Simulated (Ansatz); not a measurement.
CH₆BNSi from Hartree–Fock to CCSD(T)

Z-matrix (Å, degrees):
```
Si
C 1 2.364
B 1 2.033 2 41.6
N 1 1.853 2 33.2 3 179.0
H 1 1.494 2 121.4 3 -110.6
H 1 1.494 2 122.7 3 110.1
H 2 1.096 1 170.0 3 177.4
H 3 1.210 1 116.5 2 109.8
H 3 1.209 1 118.1 2 -111.2
H 4 1.014 1 141.4 2 179.5
```

The species carries charge 0 and has multiplicity 1. The bonds changed during the relaxation, so this is another structure than the one it started from. All single points use the PBE0-D4/def2-TZVP geometry. Frozen core, restricted reference, the Gaussian-basis code of Ansatz. CBS rows extrapolate triple and quadruple zeta; past MP2 they add the triple-zeta difference.

```
     basis     HF (Eh)  MP2 corr.  CCSD corr.       (T)  CCSD(T) total
  def2-SVP  -409.20655   -0.48895    -0.53913  -0.01884     -409.76452
def2-TZVPP  -409.44488   -0.60062    -0.64376  -0.02846     -410.11710
def2-QZVPP  -409.45934   -0.64057           –         –              –
 CBS(def2)  -409.46133   -0.67017    -0.71331     as TZ     -410.20310
```
